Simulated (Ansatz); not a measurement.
Basis-set extrapolation for AlF2H3Si (`[F][Al]([F])[SiH3]`) (PBE0-D4/def2-TZVP geometry, frozen core, Ansatz 0.2.0). Multiplicity 1, RHF reference.

```json
{"": "HF", "def2-TZVPP": "-731.741838", "def2-QZVPP": "-731.768395"}
{"": "MP2 correlation", "def2-TZVPP": "-0.701686", "def2-QZVPP": "-0.766362"}
{"": "CCSD(T) correlation", "def2-TZVPP": "-0.750384", "def2-QZVPP": "not run"}
```

Energies in hartree. Use E(X) = E(∞) + A·exp(−7.88·√X) for Hartree–Fock and E(X) = E(∞) + B·X^(−2.97) for correlation, with X = 3 and 4, and add CCSD(T) minus MP2 of the smaller set to the MP2 limit.

Problem. What is the CCSD(T) energy at the basis-set limit?

Solution. HF limit: -731.768395 + (-0.026557) × 0.13774 = -731.77205. MP2 limit: -0.766362 + (-0.064676) × 0.74074 = -0.81427. Higher-order term: -0.750384 − (-0.701686) = -0.04870. Total: -732.63502 hartree, 374.9 kJ/mol below CCSD(T)/def2-TZVPP.
